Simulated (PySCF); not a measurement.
## Electronic absorption of C3H8S3Si

Compound: C3H8S3Si.
SMILES: `CS[C@H]1CS[SiH2]S1`

Method used: TDDFT B3LYP/def2-SVPD, vertical, gas phase, core orbitals frozen in the response in PySCF. Isolated species at its PBE0-D3(BJ)/def2-SVP geometry (one conformer only).

```
state  E (eV)  E (hartree)       f  main configurations (H = HOMO, L = LUMO)
   S1    4.88       0.1795   0.011                                 H→L (88%)
   S2    4.98       0.1830  0.0056                               H→L+1 (84%)
   S3    5.07       0.1862  0.0002                               H-1→L (90%)
   S4    5.27       0.1937   0.011                H-2→L (66%), H-2→L+1 (18%)
   S5    5.36       0.1971  0.0099                             H-1→L+1 (94%)
   S6    5.41       0.1988  0.0085    H-2→L+1 (67%), H-2→L (17%), H→L+2 (9%)
   S7    5.76       0.2116   0.020                               H→L+2 (79%)
   S8    6.04       0.2219  0.0047                               H→L+3 (90%)
   S9    6.27       0.2305   0.019                  H→L+4 (75%), H→L+5 (19%)
  S10    6.32       0.2321  0.0034                             H-1→L+2 (91%)
```

Triplets, Tamm–Dancoff:

```csv
state,E (eV),λ (nm),"main configurations (H = HOMO, L = LUMO)"
T1,4.63,267.5,"H→L (72%), H-1→L (11%)"
T2,4.69,264.2,"H-1→L (40%), H→L+1 (39%)"
T3,4.73,262.3,"H-1→L (41%), H→L+1 (24%), H-2→L (14%)"
T4,5.07,244.4,"H-2→L (52%), H→L+1 (23%), H-2→L+1 (11%)"
```

The lowest singlet comes at 254 nm (471 kJ/mol) in the ultraviolet; it is weak; its leading configuration is HOMO→LUMO (88%). The largest oscillator strength of a single state is 0.020. Löwdin shares by element: HOMO sulfur 70% or more, carbon 15% or more (atoms not listed hold the other 15%); LUMO sulfur 47% or more, silicon 21%, carbon 12% or more (atoms not listed hold the other 21%). The listed states span 1.43 eV, and the widest gap between neighbours is 0.35 eV (S6 to S7). Weighted by f, the mean energy of these states is 5.62 eV. The oscillator strengths of these states sum to 0.093; summed over the whole spectrum of an exact calculation they would give the number of electrons, 88 (Thomas–Reiche–Kuhn). The vertical ionisation energy (ΔSCF) is 8.51 eV, 2.19 eV above S10. Singlets were solved by full linear response, triplets in the Tamm–Dancoff approximation.

On one thread of an Arm Neoverse V1, shared host, this took 6.4 min wall and 0.96 GiB of memory at its peak.
